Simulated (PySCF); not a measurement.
## Energy of Ta²⁺ (tantalum, charge +2) between two integer charges

The 5d alpha orbital of [Xe] 4f14 5d3 is emptied in steps (occupation f), with all orbitals relaxed, ending at [Xe] 4f14 5d2. Calculation: PySCF 2.14, in def2-TZVP with the def2 core potential (60 electrons); a scalar-relativistic core potential. The exact energy is a straight line in f; departures are measured from the line between the end points of the same method.

Question: Among UHF, LDA, PBE, which shows the largest delocalisation error (convex curve), and which is closest to linear?

Answer: Most convex: LDA (-1.323 eV at f = 0.5); closest to linear: UHF (0.149 eV).

```
  f  UHF (eV)  LDA (eV)  PBE (eV)
  1     0.000     0.000     0.000
0.9     0.056    -0.471    -0.462
0.7     0.128    -1.106    -1.082
0.5     0.149    -1.323    -1.293
0.3     0.123    -1.116    -1.090
0.1     0.052    -0.479    -0.469
  0     0.000     0.000     0.000
```

```tsv
method	E(f=0) − E(f=1) (eV)	−ε at f=1 (eV)	−ε at f=0.5 (eV)
UHF	23.357	23.989	23.342
LDA	24.527	19.307	24.498
PBE	24.442	19.327	24.418
```

Reference removal energy between the ground levels: 23.1 ± 1.6 eV (theoretical estimate listed by NIST; NIST Atomic Spectra Database, ionization energies). The calculation has no spin-orbit coupling. The determinant left behind need not be the lowest term of the ion. UHF lacks correlation.
